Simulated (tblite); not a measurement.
Species: C6H10GeS.
Numbering: `[CH:1]#[C:2][C@H:3]1[CH2:4][S:5][CH2:6][CH2:7][GeH2:8]1` (hydrogens: H9 on C1; H10 on C3; H11, H12 on C4; H13, H14 on C6; H15, H16 on C7; H17, H18 on Ge8)

Computed with GFN2-xTB (tblite), gas phase: L-BFGS steps from a force-field or distance-geometry start until the largest atomic force falls under 0.01 eV/Å.

Step 0: E = -626.3991 eV
```
atom  x, y, z in Å  |  force x, y, z in eV/Å
C1      3.3894   -1.1191   -0.0182   -1.838   1.154   0.069
C2      2.3605   -0.4646    0.0366    1.947  -0.958  -0.084
C3      1.1395    0.3157    0.1271    0.588   0.402  -0.539
C4      0.5837    0.6054   -1.2885    0.461  -0.363   0.113
S5     -0.8505    1.7358   -1.2187   -0.021  -0.651  -0.168
C6     -2.0771    0.5163   -0.6198   -0.675  -0.065   0.249
C7     -1.8815    0.2332    0.8661   -0.632   0.213   0.469
Ge8    -0.1762   -0.6602    1.1740   -0.124  -1.013   0.763
H9      4.2767   -1.6876   -0.0721   -0.229   0.135   0.000
H10     1.3474    1.2785    0.6401    0.050  -0.336  -0.317
H11     1.3711    1.0889   -1.8889   -0.381  -0.026   0.096
H12     0.3036   -0.3517   -1.7918    0.023   0.703   0.282
H13    -3.0898    0.9482   -0.7569    0.587  -0.056  -0.215
H14    -2.0124   -0.4237   -1.2095    0.087   0.622   0.188
H15    -2.7037   -0.4179    1.2347    0.289   0.473  -0.202
H16    -1.9059    1.1807    1.4576   -0.144  -0.587  -0.496
H17    -0.2723   -2.1151    0.6428    0.095   0.472   0.276
H18     0.1888   -0.6566    2.6737   -0.084  -0.122  -0.483
```

Q: Estimate the geometry and energy of step 1. (The exact step hangs on the optimiser's Hessian estimate; all steps are aligned on step 0, rigid shifts and turns removed.)

A: E = -626.3841 eV, largest force 5.936 eV/Å
```
atom  x, y, z in Å  |  force x, y, z in eV/Å
C1      3.3631   -1.1026   -0.0172    4.988  -3.204  -0.308
C2      2.3883   -0.4783    0.0354   -4.721   3.338   0.254
C3      1.1479    0.3215    0.1194    0.729  -0.387  -0.249
C4      0.5903    0.6002   -1.2869    0.332  -0.133   0.207
S5     -0.8508    1.7265   -1.2211   -0.022  -0.564  -0.126
C6     -2.0868    0.5154   -0.6162   -0.156  -0.073   0.346
C7     -1.8905    0.2363    0.8727   -0.162  -0.053   0.069
Ge8    -0.1780   -0.6746    1.1849   -0.022  -0.463   0.322
H9      4.2735   -1.6857   -0.0721   -0.932   0.578   0.049
H10     1.3481    1.2737    0.6356    0.138  -0.175  -0.245
H11     1.3656    1.0886   -1.8875   -0.239   0.050  -0.020
H12     0.3040   -0.3417   -1.7877   -0.014   0.390   0.156
H13    -3.0814    0.9474   -0.7599    0.191   0.097  -0.237
H14    -2.0111   -0.4148   -1.2069    0.053   0.421   0.126
H15    -2.6996   -0.4111    1.2318   -0.033   0.249  -0.040
H16    -1.9080    1.1723    1.4506   -0.157  -0.221  -0.243
H17    -0.2710   -2.1083    0.6467    0.073   0.289   0.237
H18     0.1877   -0.6583    2.6668   -0.047  -0.142  -0.297
```

The energy changes by +0.0150 eV. The first-order estimate −F·Δx gives -0.2459 eV and the mean of the old and new forces, exact on a quadratic surface, +0.0286 eV. The step makes an angle of 0° with the force vector and moves no atom by more than 0.031 Å. The energy falls at the start of this step and ends higher, so the step passed the lowest point of its straight line.

What follows is the cost of the whole relaxation. Time: 0.37 s wall. Hardware: an Arm Neoverse V1 with one thread, shared host with 32 logical CPUs at a one-minute load of 16.
